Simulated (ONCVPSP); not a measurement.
**What one change does to a pseudopotential (europium (Eu), ONCV)**

- Element: europium
- Generator: ONCVPSP 4.0.1
- Type: optimised norm-conserving Vanderbilt (ONCV)
- Functional: PBE
- Relativity: scalar-relativistic
- Frozen core: [Kr] 4d10 4f6
- Valence charge: 11
- Reference configuration: 5s2 5p6 5d1 6s1.75 6p0.25
- Partial waves: 5s+6s: rc 2.25 bohr, ncon 3, nbas 6, qcut 6.9 1/bohr, 2 projectors; 5p+6p: rc 2.95 bohr, ncon 4, nbas 8, qcut 5.6 1/bohr, 2 projectors; 5d: rc 2.30 bohr, ncon 4, nbas 8, qcut 4.4 1/bohr, 3 projectors, debl 3.5 Ha
- Local potential: polynomial inside 1.65 bohr (lpopt 5, dvloc0 -1 Ha)
- Core correction: Teter function fitted to the true core (icmod 2), fcfact 0.7

Change: d: qcut 2.8.

Cutoffs: the cutoffs (Ha) at which the residual kinetic energy of the hardest occupied pseudo-wave falls to 1 and 0.1 mHa per electron; they do not see the model core or the augmentation charge, which bear on the density cutoff. Errors are all-electron minus pseudo energies relative to the spin-unpolarised reference configuration.

**Question.** Predict the effect on cutoff, ghosts and configuration errors.

**Answer.** The potential gets harder (12 Ha and 15 Ha → 33 Ha and 43 Ha); the errors of the 4 common tests hardly move; neither file shows a bound ghost.

```tsv
quantity	base	changed
cutoff, loose	12 Ha	33 Ha
cutoff, tight	15 Ha	43 Ha
loose cutoff by channel	s 12 Ha, p 7.5 Ha, d 7.8 Ha	s 12 Ha, p 7.5 Ha, d 33 Ha
bound ghosts	none	none
GHOST(+) flags under 300 eV	s at 114.2 eV	s at 114.2 eV
error for 5s2 5p6 5d1 6s2 6p0, meV [ΔE -0.69 eV]	+0.2	+0.2
error for 5s2 5p6 5d1 6s1 6p0, meV [ΔE 5.86 eV]	+0.3	+0.3
error for 5s2 5p6 5d1 6s0 6p0, meV [ΔE 17.80 eV]	+12	+12
error for 5s2 5p6 5d1 6s1.5 6p0, meV [ΔE 1.95 eV]	-0.3	-0.3
s: phases at 2.28 bohr within 0.05 rad from the reference energy up to (Ha; the scan ends near 5)	3.8	3.8
p: phases at 3.00 bohr within 0.05 rad from the reference energy up to (Ha; the scan ends near 5)	2.6	2.6
d: phases at 2.34 bohr within 0.05 rad from the reference energy up to (Ha; the scan ends near 5)	to the end of the scan	to the end of the scan
rms error of d²Exc/dni dnj with the model core, mHa	0.55	0.60
```
